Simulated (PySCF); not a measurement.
# Magnetisability: `CC[C@@H](C)[P@@](C)(=O)O`, C5H13O2P

Molfile (atoms numbered from 1):
```
C5H13O2P
     RDKit          3D

 21 20  0  0  0  0  0  0  0  0999 V2000
    1.4993    1.8761   -0.1963 C   0  0  0  0  0  0  0  0  0  0  0  0
    1.3283    0.5594    0.5487 C   0  0  0  0  0  0  0  0  0  0  0  0
    0.6393   -0.5145   -0.2894 C   0  0  1  0  0  0  0  0  0  0  0  0
    0.6206   -1.8536    0.4352 C   0  0  0  0  0  0  0  0  0  0  0  0
   -1.0762   -0.0132   -0.7695 P   0  0  1  0  0  5  0  0  0  0  0  0
   -2.0570    0.2318    0.7595 C   0  0  0  0  0  0  0  0  0  0  0  0
   -1.1998    1.0690   -1.7565 O   0  0  0  0  0  0  0  0  0  0  0  0
   -1.6872   -1.3844   -1.3799 O   0  0  0  0  0  0  0  0  0  0  0  0
    2.1126    1.7338   -1.0831 H   0  0  0  0  0  0  0  0  0  0  0  0
    1.9836    2.6123    0.4419 H   0  0  0  0  0  0  0  0  0  0  0  0
    0.5362    2.2656   -0.5120 H   0  0  0  0  0  0  0  0  0  0  0  0
    2.3112    0.1836    0.8501 H   0  0  0  0  0  0  0  0  0  0  0  0
    0.7511    0.7275    1.4617 H   0  0  0  0  0  0  0  0  0  0  0  0
    1.1674   -0.6206   -1.2450 H   0  0  0  0  0  0  0  0  0  0  0  0
    0.0445   -2.5850   -0.1252 H   0  0  0  0  0  0  0  0  0  0  0  0
    1.6349   -2.2300    0.5585 H   0  0  0  0  0  0  0  0  0  0  0  0
    0.1769   -1.7467    1.4225 H   0  0  0  0  0  0  0  0  0  0  0  0
   -2.0567   -0.6595    1.3770 H   0  0  0  0  0  0  0  0  0  0  0  0
   -3.0731    0.4627    0.4479 H   0  0  0  0  0  0  0  0  0  0  0  0
   -1.6611    1.0769    1.3140 H   0  0  0  0  0  0  0  0  0  0  0  0
   -2.0034   -1.1743   -2.2607 H   0  0  0  0  0  0  0  0  0  0  0  0
  1  2  1  0
  2  3  1  0
  3  4  1  0
  3  5  1  0
  5  6  1  0
  5  7  2  0
  5  8  1  6
  1  9  1  0
  1 10  1  0
  1 11  1  0
  2 12  1  0
  2 13  1  0
  3 14  1  6
  4 15  1  0
  4 16  1  0
  4 17  1  0
  6 18  1  0
  6 19  1  0
  6 20  1  0
  8 21  1  0
M  END
```

Method: GIAO CAM-B3LYP/pcSseg-1 magnetisability, rotational g tensor and spin-rotation constants, non-relativistic, gas phase (PySCF 2.14.0). Geometry: GFN2-xTB.

Task: What are the magnetisability and the molar susceptibility?

Result: Isotropic -1549 × 10⁻³⁰ J/T², or -93.3 × 10⁻⁶ cm³/mol; principal values -1614, -1527, -1506 × 10⁻³⁰ J/T², anisotropy 99 × 10⁻³⁰ J/T² (root of half the summed squared differences of the principal values). The susceptibility is in cgs units.

Task: Split it along the inertial axes a, b, c into diamagnetic and paramagnetic parts about the centre of mass, with the quadrupole moment.

Result: 
```tsv
axis	χ (10⁻⁶ cm³/mol)	diamagnetic (10⁻⁶ cm³/mol)	paramagnetic (10⁻⁶ cm³/mol)	summed x² of all electrons (Å²)	quadrupole Θ (D Å)
a	-91.6	-729.1	637.5	169.4	+5.23
b	-96.0	-976.4	880.4	111.1	-10.60
c	-92.2	-1190.2	1098.0	60.7	+5.37
```
Anisotropies 2χaa − χbb − χcc = +4.9 and 2χbb − χaa − χcc = -8.1 × 10⁻⁶ cm³/mol. Θ is traceless in Buckingham's convention.

Task: And the rotational g tensor?

Result: 
| axis | rotational constant (GHz) | g | nuclear part | electronic part |
| --- | --- | --- | --- | --- |
| a | 2.0961 | -0.0152 | 0.6125 | -0.6278 |
| b | 1.4554 | -0.0012 | 0.6008 | -0.6020 |
| c | 1.1593 | -0.0082 | 0.5898 | -0.5980 |

Asymmetric top; isotopes 12C, 1H, 16O, 31P; no vibrational averaging.
